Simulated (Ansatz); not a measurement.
Ideal-gas functions of CH4FIn (`F[CH2][InH2]`) at 800 K and 1 bar, from an Ansatz frequency run at PBE0-D4/def2-TZVP.

Molar mass 149.86 g/mol, point group Cs (symmetry number 1), electronic degeneracy 1, moments of inertia 17.52, 185.351, 199.736 u Å². Harmonic wavenumbers (cm⁻¹, unscaled): 103, 183, 344, 443, 515, 593, 666, 1045, 1247, 1257, 1458, 1800, 1826, 3033, 3086.

Use S(trans) = R[1.5 ln M + 2.5 ln T − 1.1517]; rotational temperatures θ = 24.2544 K / I; S(rot) = R[ln(√π/σ · √(T³/θAθBθC)) + 1.5]; for each mode x = 1.438777 ν̃/T, S = R[x/(eˣ − 1) − ln(1 − e⁻ˣ)] and H = RT x/(eˣ − 1); 1 cm⁻¹ = 0.0119627 kJ/mol; R = 8.31446 J/(mol·K).

Task: By hand: the entropy, in J/(mol·K).

Result: Translation 191.9. Rotation: θ = 1.3844, 0.1309, 0.1214 K, giving 116.5. Vibration, mode by mode: 22.35, 17.59, 12.44, 10.42, 9.24, 8.16, 7.29, 4.19, 3.15, 3.10, 2.33, 1.43, 1.38, 0.23, 0.21, in all 103.5. Electronic 0.0. Sum 411.9 J/(mol·K).

Task: By hand: H − E and G − E in kJ/mol, counted from the electronic energy.

Result: Zero-point energy ½ × 17599 × 0.0119627 = 105.3; thermal vibration 41.2; translation, rotation and pV give 4 RT = 26.6. H − E = 173.1 kJ/mol, and G − E = 173.1 − 800 × 411.9/1000 = -156.4 kJ/mol.

Vibration gives 25 % of the entropy, 22.3 J/(mol·K) of it from the mode under 150 cm⁻¹: soft modes count most, and the harmonic formula is weakest for them.
